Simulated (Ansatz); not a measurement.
`[CH3][Ge]([CH3])([CH3])[Br]` + HCl → `[CH3][Ge]([CH3])([CH3])[Cl]` + HBr at 500 K and 1 bar (ligand exchange at a Ge–Br bond).

Gas-phase electronic energies from Ansatz, PBE0-D4/def2-TZVP geometries. CCSD(T)/CBS is the MP2 limit (def2-TZVPP, def2-QZVPP) plus CCSD(T) − MP2 in def2-TZVPP, frozen cores. This one scheme is used for every species. For Br, Ge outer-core shells are correlated without core-valence functions, which leaves a few kJ/mol of doubt a bond. Scalar relativity is left out up to krypton.

```
                      species  CCSD(T)/CBS energy (Eh)  H − E (kJ/mol)  S (J/(mol·K))
`[CH3][Ge]([CH3])([CH3])[Br]`              -4769.09095           351.2          476.3
                          HCl               -460.38127            32.5          201.9
`[CH3][Ge]([CH3])([CH3])[Cl]`              -2655.54911           351.4          465.0
                          HBr              -2573.91920            30.5          213.7
```

H − E and S are ideal-gas, rigid-rotor, harmonic terms from PBE0-D4/def2-TZVP. 1 Eh = 2625.50 kJ/mol, R = 8.31446 J/(mol·K).

By hand: ΔE, ΔH, ΔS and ΔG.

ΔE = (-2655.54911) + (-2573.91920) − (-4769.09095) − (-460.38127) = 0.00391 Eh = 10.3 kJ/mol. Δ(H − E) = 351.4 + 30.5 − 351.2 − 32.5 = -1.8, so ΔH = 8.5 kJ/mol. ΔS = 465.0 + 213.7 − 476.3 − 201.9 = 0.5 J/(mol·K). ΔG = 8.5 − 500 × (0.5)/1000 = 8.2 kJ/mol.

By hand: the equilibrium constant, and the temperature at which ΔG would vanish if ΔH and ΔS stayed fixed.

log₁₀ K = −ΔG/(RT ln 10) = -0.9. ΔG = 0 at ΔH/ΔS = 17000 K, far beyond where these terms or the molecules hold.

The number of gas molecules stays the same, so ΔS is small and ΔH decides. A doubt of 5 kJ/mol in ΔE shifts log₁₀ K by 0.5 here. These are equilibria of isolated gas molecules and say nothing of rates. Largest T1 diagnostic: 0.009 (customary marks: 0.02 for closed shells, 0.045 for open ones).
